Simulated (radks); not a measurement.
Task: These are the eigenvalues of the occupied orbitals of an atom or ion with whole-number occupations (eV). All-electron calculation, scalar-relativistic Kohn-Sham, LDA (Slater exchange, Perdew-Wang correlation), spin-polarised, spherical densities, finite nucleus; Fermi nuclear charge, rms radius of each element as measured or else 0.836 A^(1/3) + 0.57 fm. Program: a radial shooting solver on a logarithmic mesh with Libxc functionals.

orbital  eigenvalue
1s up     -55894.63
1s down   -55857.11
2s up     -13334.63
2s down   -13276.20
2p up     -12563.20

Which element is it, and in what charge state? The configuration may be excited. Open shells, if any, are filled with parallel spins first.

Result: Z = 64, gadolinium, charge +58: Gd58+ in [He] 2s2 2p2. The list shows which subshells hold electrons but not how many an open one holds; the 1s level, -2054.1 hartree, gives Z - s = 64.1 by -(Z - s)^2/2, which with screening and relativity narrows Z to a few neighbours, and the depths of the outer levels then fix element, charge and occupations together.
